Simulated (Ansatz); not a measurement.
A nudged elastic band was laid between two geometries of AlFH₅NSSi (10 atoms, charge 0, multiplicity 1).

Level of theory: Ansatz 0.2.0, RKS PBE0-D4/STO-3G.

```
movable images  : 9
climbing image  : yes
spring          : 5.0 eV/Å²
optimiser       : quadratic models (default)
start path      : IDPP
force threshold : 0.05 eV/Å
iteration limit : 31
end points      : relaxed
```

Image 0:

```xyz
10
Properties=species:S:1:pos:R:3
F -0.293 -1.982 -1.024
Si -0.191 -1.235 0.434
S 1.829 -1.300 1.092
N -0.798 0.382 0.251
Al -0.198 1.674 -0.749
H -0.993 -1.951 1.407
H 2.278 -0.530 0.073
H -1.658 0.546 0.802
H -0.955 2.964 -0.777
H 1.060 1.381 -1.505
```

Image 10:

```xyz
10
Properties=species:S:1:pos:R:3
F 0.627 -0.931 -0.848
Si 0.032 -0.783 0.788
S 1.583 -0.433 2.170
N -1.026 0.440 0.228
Al -0.459 0.397 -1.525
H -0.456 -2.123 1.044
H 1.755 0.859 1.802
H -1.064 1.311 0.791
H 0.424 1.534 -1.946
H -1.334 -0.323 -2.501
```

Problem. Which bonds break or form, and what moves?

Solution. Bonds formed: F1–Al5, Si2–Al5. The dihedral H6–Si2–N4–H8 goes from -4 to 125°.

Problem. What energy profile does the band end with?

Solution. The run converged. The highest image is number 6 of 0 to 10, 3.6 kcal/mol above the first end and 24.0 kcal/mol above the last; the last end lies 20.4 kcal/mol below the first. A vibrational analysis at the climbing image gives one clearly imaginary mode, 197i cm⁻¹: a first-order saddle point. Limits of this set-up: minimal basis.

```json
{"image": "0", "path coordinate (Å)": "0.00", "energy (kcal/mol)": "0.0", "F1–Al5 (Å)": "3.67", "Si2–Al5 (Å)": "3.14", "dihedral H6–Si2–N4–H8 (°)": "-4"}
{"image": "1", "path coordinate (Å)": "0.81", "energy (kcal/mol)": "0.1", "F1–Al5 (Å)": "3.48", "Si2–Al5 (Å)": "3.14", "dihedral H6–Si2–N4–H8 (°)": "17"}
{"image": "2", "path coordinate (Å)": "1.62", "energy (kcal/mol)": "0.4", "F1–Al5 (Å)": "3.37", "Si2–Al5 (Å)": "3.15", "dihedral H6–Si2–N4–H8 (°)": "36"}
{"image": "3", "path coordinate (Å)": "2.44", "energy (kcal/mol)": "0.8", "F1–Al5 (Å)": "3.31", "Si2–Al5 (Å)": "3.16", "dihedral H6–Si2–N4–H8 (°)": "57"}
{"image": "4", "path coordinate (Å)": "3.25", "energy (kcal/mol)": "1.0", "F1–Al5 (Å)": "3.32", "Si2–Al5 (Å)": "3.15", "dihedral H6–Si2–N4–H8 (°)": "78"}
{"image": "5", "path coordinate (Å)": "4.06", "energy (kcal/mol)": "1.2", "F1–Al5 (Å)": "3.29", "Si2–Al5 (Å)": "3.10", "dihedral H6–Si2–N4–H8 (°)": "101"}
{"image": "6", "path coordinate (Å)": "4.87", "energy (kcal/mol)": "3.6", "F1–Al5 (Å)": "2.73", "Si2–Al5 (Å)": "2.93", "dihedral H6–Si2–N4–H8 (°)": "112"}
{"image": "7", "path coordinate (Å)": "5.39", "energy (kcal/mol)": "-4.2", "F1–Al5 (Å)": "2.16", "Si2–Al5 (Å)": "2.75", "dihedral H6–Si2–N4–H8 (°)": "121"}
{"image": "8", "path coordinate (Å)": "5.90", "energy (kcal/mol)": "-16.4", "F1–Al5 (Å)": "1.90", "Si2–Al5 (Å)": "2.65", "dihedral H6–Si2–N4–H8 (°)": "135"}
{"image": "9", "path coordinate (Å)": "6.42", "energy (kcal/mol)": "-20.0", "F1–Al5 (Å)": "1.85", "Si2–Al5 (Å)": "2.63", "dihedral H6–Si2–N4–H8 (°)": "135"}
{"image": "10", "path coordinate (Å)": "6.93", "energy (kcal/mol)": "-20.4", "F1–Al5 (Å)": "1.84", "Si2–Al5 (Å)": "2.64", "dihedral H6–Si2–N4–H8 (°)": "125"}
```

Problem. What is the geometry of the highest image?

Solution. 
```xyz
10
Properties=species:S:1:pos:R:3
F 1.060 -1.040 -0.843
Si 0.129 -1.004 0.525
S 1.250 -1.018 2.321
N -0.695 0.480 0.199
Al -0.647 0.987 -1.479
H -0.694 -2.199 0.541
H 1.845 0.172 2.069
H -0.760 1.164 0.972
H -0.623 2.459 -1.755
H -0.783 -0.052 -2.546
```

Problem. What are the harmonic wavenumbers there?

Solution. 197i, 79, 171, 213, 241, 296, 386, 509, 571, 647, 717, 838, 857, 867, 935, 978, 1008, 1031, 1286, 2510, 2558, 2633, 3019, 3788 cm⁻¹.

Time of the run: 8.4 min on 1 thread of Arm Neoverse N1, with other jobs on the host, peak memory 0.13 GiB.
